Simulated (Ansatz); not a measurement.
Geometry optimisation, RKS B3LYP/def2-SVP (Ansatz).

input.yaml

```yaml
crystal:
  periodic: [false, false, false]
  atoms:
    - { symbol: Si, position_ang: [-0.7362, 1.7213, -0.5101] }
    - { symbol: C, position_ang: [-0.2964, 0.8551, 1.034] }
    - { symbol: Si, position_ang: [1.0, -0.4016, 0.6395] }
    - { symbol: Ge, position_ang: [0.2421, -2.0885, -0.6669] }
    - { symbol: H, position_ang: [-1.3629, 0.814, -1.5046] }
    - { symbol: H, position_ang: [-1.7843, 2.8078, -0.1909] }
    - { symbol: H, position_ang: [0.4257, 2.412, -1.1074] }
    - { symbol: H, position_ang: [0.1394, 1.605, 1.7648] }
    - { symbol: H, position_ang: [-1.1751, 0.3628, 1.5042] }
    - { symbol: H, position_ang: [2.1552, 0.2474, -0.0203] }
    - { symbol: H, position_ang: [1.508, -0.9818, 1.9356] }
    - { symbol: H, position_ang: [-1.038, -2.7178, 0.0666] }
    - { symbol: H, position_ang: [1.2045, -3.1566, -0.9003] }
    - { symbol: H, position_ang: [-0.2948, -1.5084, -2.0153] }
basis:
  gaussian: { orbitals: def2-SVP }
hamiltonian:
  xc: b3lyp
relax:
  f_tol: 0.015
  max_steps: 40
output:
  orbitals: {}
```

Launched with:

```bash
$ ansatz run input.yaml --threads 2 --pin off --max-ram 3072MiB --backend cpu --events-out ev --progress --plain --runs-dir out
```

**Question.** Where does it end, and by what steps?

**Answer.** The run converged. The force dipped under the threshold on the way, but the program's further checks kept it going. After 12 steps the energy has fallen by 0.436 eV; H14 moved furthest, 0.38 Å.

```tsv
step	energy less start (eV)	largest force component (eV/Å)	accepted
0	0.0000	2.590	yes
1	-0.3848	0.786	yes
2	-0.4285	0.123	yes
3	-0.4321	0.065	yes
4	-0.4338	0.056	yes
5	-0.4349	0.059	yes
6	-0.4354	0.019	yes
7	-0.4357	0.003	yes
8	-0.4359	0.042	yes
9	-0.4360	0.036	yes
10	-0.4362	0.003	yes
11	-0.4362	0.003	yes
12	-0.4362	0.008	yes
```

```xyz
14
Properties=species:S:1:pos:R:3
Si -0.865 1.909 -0.489
C -0.242 0.916 0.996
Si 1.053 -0.433 0.676
Ge 0.222 -2.232 -0.685
H -1.539 1.012 -1.474
H -1.845 2.945 -0.048
H 0.272 2.591 -1.175
H 0.192 1.626 1.723
H -1.112 0.453 1.496
H 2.251 0.159 0.007
H 1.503 -1.015 1.978
H -1.098 -2.797 -0.109
H 1.249 -3.385 -0.734
H -0.053 -1.778 -2.135
```

Whether the end is a true minimum wasn't checked by a vibrational analysis.

The run took 70 s on 2 threads of Intel(R) Xeon(R) Platinum 8259CL CPU @ 2.50GHz (Skylake/Cascade Lake), on a shared host, peak memory 0.37 GiB.
